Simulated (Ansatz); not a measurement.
Harmonic frequencies (cm⁻¹) at PBE0-D4/def2-TZVP from Ansatz: 124, 146, 172, 203, 208, 214, 222, 438, 564, 569, 725, 769, 809, 818, 1279, 1439, 1440, 2700, 3056, 3147, 3154.

Each molecule was computed in one conformer, which needn't be the lowest.

Which molecule is it?
A. `C[Si](S)(Cl)Cl`
B. `CO[SiH](S)Cl`
C. `CS[SiH](Cl)Cl`
D. `S[SiH](Cl)CCl`

A.
